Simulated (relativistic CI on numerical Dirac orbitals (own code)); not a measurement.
**Cr⁺: 3s photoemission**

Computed with this model: Dirac-Coulomb-Breit CI, separate exchange-only KLI orbitals for each configuration, QED by a radiative potential, valence Slater integrals scaled by 0.9, multiplet model of photoemission in the sudden approximation; configurations [Ar] 3d5 → [Ne] 3s 3p6 3d5; 300 K; Lorentzian 1.5 eV and Gaussian 0.6 eV FWHM. Energies are those of the free ion, without screening or charge transfer. The energies are binding energies and can lie tens of eV above those of solids. Without intra-shell correlation the exchange splitting of an s hole comes out too large, often by half or more. S is read from ⟨S²⟩ = S(S + 1).

free ion: ground-state S = 2.50, centroid 93.46 eV. Peaks (eV, height): 88.8 (100), 100.0 (72).

Strongest unbroadened transitions for free ion:

| Energy (eV) | Relative strength |
| --- | --- |
| 88.81 | 100.0 |
| 99.97 | 71.4 |
| 101.99 | 0.0 |
